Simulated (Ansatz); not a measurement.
Ligand-field states of MnI2 at its B3LYP-D4/def2-TZVP geometry (relaxed as a sextet).

```xyz
3

Mn   -0.0044   -0.0010   -0.0108
I    -1.5149    1.9883    0.4352
I     1.5193   -1.9873   -0.4244
```

CASSCF(5,5) on the Mn 3d shell in def2-TZVP, averaged with equal weights over 1 sextet and 12 quartets and 9 doublets, then SC-NEVPT2; Ansatz, no spin–orbit coupling. The space holds no ligand orbitals and no second d shell, so covalent complexes are described poorly.

Problem. Estimate the states' energies above the lowest.

Solution. 
```
     state  CASSCF (eV)  NEVPT2 (eV)
  sextet 1         0.00         0.00
 quartet 1         3.70         3.35
 quartet 2         3.70         3.35
 quartet 3         3.70         3.35
 quartet 4         3.71         3.36
 quartet 5         3.71         3.36
 quartet 6         3.72         3.36
 quartet 7         3.72         3.36
 quartet 8         3.79         3.45
 quartet 9         3.79         3.45
quartet 10         4.20         3.61
quartet 11         4.20         3.61
quartet 12         4.37         3.79
 doublet 1         5.31         4.93
 doublet 2         5.31         4.93
 doublet 3         5.32         4.92
 doublet 4         5.32         4.92
 doublet 5         5.33         4.93
 doublet 6         5.33         4.93
 doublet 7         5.33         4.93
 doublet 8         5.33         4.93
 doublet 9         5.33         4.93
```
The lowest NEVPT2 state is a sextet. Run time 1.7 min (2 threads of Arm Neoverse N1 on a shared host), peak host memory 0.71 GiB.
